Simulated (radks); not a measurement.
Te XLI, 12 electrons, occupied as [Ne] 3s2. Calculated with a radial shooting solver on a logarithmic mesh with Libxc functionals: Dirac Kohn-Sham, BLYP, spin-unpolarised, spherical densities, finite nucleus; Fermi nuclear charge, rms radius 4.7423 fm.

Normalised radial functions P(r) = r R(r) (large component), r in bohr:

| r | 1s1/2 | 2p1/2 | 3s1/2 |
|---|---|---|---|
| 0.00134 | 1.1272 | 0.0214 | 0.2010 |
| 0.001663 | 1.3537 | 0.0283 | 0.2410 |
| 0.002064 | 1.6191 | 0.0378 | 0.2877 |
| 0.002562 | 1.9268 | 0.0510 | 0.3416 |
| 0.003179 | 2.2787 | 0.0694 | 0.4026 |
| 0.003977 | 2.6897 | 0.0963 | 0.4729 |
| 0.004936 | 3.1252 | 0.1327 | 0.5456 |
| 0.006127 | 3.5880 | 0.1836 | 0.6202 |
| 0.007604 | 4.0587 | 0.2543 | 0.6911 |
| 0.009437 | 4.5076 | 0.3519 | 0.7501 |
| 0.01181 | 4.9056 | 0.4906 | 0.7861 |
| 0.01465 | 5.1712 | 0.6702 | 0.7803 |
| 0.01819 | 5.2624 | 0.9046 | 0.7155 |
| 0.02257 | 5.1267 | 1.2002 | 0.5720 |
| 0.02801 | 4.7321 | 1.5566 | 0.3340 |
| 0.03477 | 4.0858 | 1.9604 | -0.0013 |
| 0.04349 | 3.2148 | 2.3936 | -0.4281 |
| 0.05398 | 2.2981 | 2.7661 | -0.8542 |
| 0.067 | 1.4467 | 3.0144 | -1.1889 |
| 0.08315 | 0.7782 | 3.0545 | -1.2945 |
| 0.1032 | 0.3447 | 2.8292 | -1.0420 |
| 0.1281 | 0.1200 | 2.3459 | -0.3837 |
| 0.1602 | 0.0293 | 1.6715 | 0.6066 |
| 0.1989 | 0.0052 | 1.0144 | 1.5532 |
| 0.2468 | 0.0006 | 0.4990 | 2.1139 |
| 0.3063 | 0.0000 | 0.1892 | 2.0611 |
| 0.3802 | 0.0000 | 0.0519 | 1.4978 |
| 0.4718 | 0.0000 | 0.0095 | 0.7976 |
| 0.5903 | 0.0000 | 0.0010 | 0.2855 |
| 0.7326 | 0.0000 | 0.0001 | 0.0697 |
| 0.9093 | 0.0000 | 0.0000 | 0.0101 |

1s1/2: eigenvalue -34168 eV, 0 radial nodes, <r> = 0.0278 bohr, 90 % of the charge inside 0.0500 bohr. 2p1/2: eigenvalue -6988.7 eV, 0 radial nodes, <r> = 0.0989 bohr, 90 % of the charge inside 0.162 bohr. 3s1/2: eigenvalue -2928.2 eV, 2 radial nodes at r = 0.0347, 0.140 bohr, <r> = 0.283 bohr, 90 % of the charge inside 0.411 bohr.
